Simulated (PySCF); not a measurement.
C7H7OPS.
Cartesian coordinates in Å at the PBE0-D3(BJ)/def2-SVP level; atoms count from 1:
```
atom  x, y, z in Å
C1    -2.676   -0.945    0.263
S2    -1.877    0.664    0.215
C3    -0.156    0.285    0.028
C4     0.279   -1.047   -0.045
C5     1.614   -1.410   -0.196
C6     2.664   -0.501   -0.293
P7     2.492    1.216   -0.240
C8     0.754    1.363   -0.049
C9     0.276    2.765    0.030
O10    0.993    3.731   -0.054
H11   -2.535   -1.506   -0.673
H12   -2.350   -1.546    1.124
H13   -3.746   -0.721    0.378
H14   -0.452   -1.852    0.018
H15    1.839   -2.480   -0.241
H16    3.679   -0.894   -0.410
H17   -0.825    2.892    0.179
```

All values: PBE0/pcSseg-1 and CAM-B3LYP/def2-SVPD (PySCF, non-relativistic), on one gas-phase PBE0-D3(BJ)/def2-SVP geometry that isn't relaxed in the solvent. The solvent is an IEF-PCM continuum (van der Waals radii × 1.2). The model holds no explicit solvent molecules, cavitation or dispersion.

Gas phase at PBE0/pcSseg-1: HOMO -6.78 eV, LUMO -2.47 eV, dipole 5.92 D.

Question: What does the continuum do to the energy, the frontier levels and the dipole at PBE0/pcSseg-1 in cyclohexane and water?

Answer: 
```json
{"solvent": "cyclohexane", "ε": "2.017", "E(solvent) − E(gas) (kcal/mol)": "-3.13", "polarisation term (kcal/mol)": "-3.43", "distortion of the solute (kcal/mol)": "0.30", "HOMO (eV)": "-6.71", "LUMO (eV)": "-2.46", "dipole (D)": "6.79"}
{"solvent": "water", "ε": "78.36", "E(solvent) − E(gas) (kcal/mol)": "-8.37", "polarisation term (kcal/mol)": "-10.65", "distortion of the solute (kcal/mol)": "2.28", "HOMO (eV)": "-6.65", "LUMO (eV)": "-2.53", "dipole (D)": "8.35"}
```

The first energy column is the sum of the next two and covers electrostatics alone. From cyclohexane to water the lowering changes by a factor 2.67, Onsager's factor (ε − 1)/(2ε + 1) by 2.43 and ε itself by 38.9.

Question: Which radius a makes the point-dipole formula ΔE = −[(ε − 1)/(2ε + 1)]·μ²/a³ give the value in water, with the gas-phase dipole?

Answer: μ = 2.329 au and |ΔE| = 0.01334 Eh give a = 3.09 Å; the farthest nucleus lies 3.86 Å from the centroid of the nuclei, so such a sphere wouldn't even hold the nuclei. The formula assumes a rigid point dipole at the centre of a sphere.

Question: Give the dipole vector in the frame of the coordinates (D, pointing from negative to positive charge), gas and water.

Answer: Gas (-2.37, -5.42, 0.19), solvent (-3.31, -7.66, 0.26). Its length changes by +41 % and its direction by less than 1°.

Question: Which ESP-fitted charges (PBE0/pcSseg-1) respond most in cyclohexane (means over atoms taken as equivalent)?

Answer: 
```
      atoms                  environment  gas (e)  solvent (e)  change
        O10              aldehyde oxygen   -0.417       -0.448  -0.031
         P7     phosphorus bonded to 2 C   -0.156       -0.185  -0.029
         C4           aromatic CH carbon   +0.447       +0.473  +0.026
         C5           aromatic CH carbon   -0.623       -0.648  -0.025
         C6           aromatic CH carbon   +0.126       +0.150  +0.024
         C3  substituted aromatic carbon   -0.459       -0.478  -0.019
         C9              aldehyde carbon   +0.340       +0.355  +0.015
        H15            aromatic hydrogen   +0.236       +0.248  +0.012
         S2               sulfide sulfur   -0.056       -0.065  -0.009
         C8  substituted aromatic carbon   +0.280       +0.287  +0.007
        H14            aromatic hydrogen   +0.035       +0.040  +0.005
H11/H12/H13              methyl hydrogen   +0.160       +0.165  +0.005
```

Question: Which Mayer bond orders change most in cyclohexane?

Answer: 
```csv
bond,length (Å),gas,solvent,change
C9–O10,1.207,1.976,1.962,-0.014
C6–P7,1.727,1.303,1.313,+0.010
P7–C8,1.754,1.287,1.279,-0.008
C8–C9,1.483,1.023,1.031,+0.008
C1–S2,1.798,1.013,1.009,-0.004
C1–H13,1.099,0.948,0.945,-0.003
C5–C6,1.392,1.424,1.421,-0.003
S2–C3,1.772,1.112,1.110,-0.002
```

Question: How do the nuclear quadrupole coupling constants eQVzz/h respond in cyclohexane?

Answer: 
| nucleus | Q (barn) | gas (MHz) | solvent (MHz) | η gas | η solvent |
| --- | --- | --- | --- | --- | --- |
| 33S at S2 | -0.06781 | 42.78 | 42.12 | 0.80 | 0.81 |
| 17O at O10 | -0.0256 | 11.88 | 11.71 | 0.50 | 0.47 |

Gas phase at CAM-B3LYP/def2-SVPD: HOMO -7.92 eV, LUMO -1.46 eV, dipole 5.96 D.

Question: What does the continuum do to the energy, the frontier levels and the dipole at CAM-B3LYP/def2-SVPD in cyclohexane?

Answer: 
```json
{"solvent": "cyclohexane", "ε": "2.017", "E(solvent) − E(gas) (kcal/mol)": "-3.15", "polarisation term (kcal/mol)": "-3.47", "distortion of the solute (kcal/mol)": "0.32", "HOMO (eV)": "-7.83", "LUMO (eV)": "-1.44", "dipole (D)": "6.87"}
```

Question: How does the static polarisability (CAM-B3LYP/def2-SVPD, frozen core, with the continuum's full static response) change?

Answer: 
```csv
medium,isotropic (au),principal values (au),⟨r²⟩ of the electrons (bohr²)
gas,133.2,"77.1, 148.6, 174.0",2005.0
cyclohexane,155.0,"86.9, 174.4, 203.6",2004.8
```

The isotropic value in cyclohexane is 1.16 times the gas-phase one; no cavity-field correction is applied. ⟨r²⟩ is taken about the centre of nuclear charge.

Hardware: Arm Neoverse V2, one thread, shared host. Cost: 36 s, 1.2 GiB resident at most. This is the whole shielding run at PBE0/pcSseg-1 in water, SCF included.
